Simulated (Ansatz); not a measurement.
H3NbO3S (SMILES [OH][Nb]([OH])([OH])=[S]) moved off its minimum; all values from Ansatz (a first-principles code), cores frozen in correlated methods. Elements past Kr take the def2 small-core potentials, without spin–orbit coupling.
(charge 0, multiplicity 1)
```xyz
8

Nb    -0.0711    -0.1275     0.1073
S      1.1853     1.0578    -1.1423
O      0.9383    -1.0565     1.4262
H      1.8665    -1.1071     1.4403
O     -1.1676    -1.3588    -0.9852
H     -1.1626    -1.4259    -1.8793
O     -1.3396     1.0278     1.1256
H     -1.4166     1.9720     1.0678
```

Forces at MP2/def2-TZVPPD (eV/Å):

```
atom      Fx      Fy      Fz
----  ------  ------  ------
Nb1   -3.015  -0.084   0.783
S2     0.541   0.386  -0.454
O3    -1.546  -0.029  -0.197
H4     1.959  -0.156   0.183
O5     0.884   1.104   4.916
H6     0.016  -0.332  -4.277
O7     1.173  -1.586  -0.865
H8    -0.012   0.697  -0.089
```

Give the forces (eV/Å), the total energy and the dipole at CCSD(T)/def2-TZVPPD.


```csv
atom,Fx,Fy,Fz
Nb1,-3.026,-0.117,0.825
S2,0.551,0.394,-0.467
O3,-1.557,0.022,-0.284
H4,1.850,-0.148,0.177
O5,0.939,1.166,4.913
H6,0.020,-0.319,-4.162
O7,1.221,-1.589,-0.916
H8,0.002,0.592,-0.087
```
Energy -681.7140 hartree, dipole 1.32 D.
